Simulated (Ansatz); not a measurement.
Ideal-gas functions of `FC(Cl)[TeH]` at 800 K and 1 bar, from an Ansatz frequency run at PBE0-D4/def2-TZVP.

Molar mass 196.08 g/mol, point group C1 (symmetry number 1), electronic degeneracy 1, moments of inertia 82.503, 357.6, 427.77 u Å². Harmonic wavenumbers (cm⁻¹, unscaled): 114, 181, 236, 405, 561, 659, 785, 1090, 1183, 1327, 2165, 3139.

Use S(trans) = R[1.5 ln M + 2.5 ln T − 1.1517]; rotational temperatures θ = 24.2544 K / I; S(rot) = R[ln(√π/σ · √(T³/θAθBθC)) + 1.5]; for each mode x = 1.438777 ν̃/T, S = R[x/(eˣ − 1) − ln(1 − e⁻ˣ)] and H = RT x/(eˣ − 1); 1 cm⁻¹ = 0.0119627 kJ/mol; R = 8.31446 J/(mol·K).

Question: By hand: the entropy, in J/(mol·K).

Answer: Translation 195.2. Rotation: θ = 0.294, 0.0678, 0.0567 K, giving 128.8. Vibration, mode by mode: 21.50, 17.68, 15.50, 11.13, 8.58, 7.37, 6.10, 3.93, 3.45, 2.81, 0.84, 0.20, in all 99.1. Electronic 0.0. Sum 423.1 J/(mol·K).

Question: By hand: H − E and G − E in kJ/mol, counted from the electronic energy.

Answer: Zero-point energy ½ × 11845 × 0.0119627 = 70.8; thermal vibration 38.2; translation, rotation and pV give 4 RT = 26.6. H − E = 135.6 kJ/mol, and G − E = 135.6 − 800 × 423.1/1000 = -202.9 kJ/mol.

Vibration gives 23 % of the entropy, 21.5 J/(mol·K) of it from the mode under 150 cm⁻¹: soft modes count most, and the harmonic formula is weakest for them. The sum counts one conformer and one mirror image; others add a mixing term.
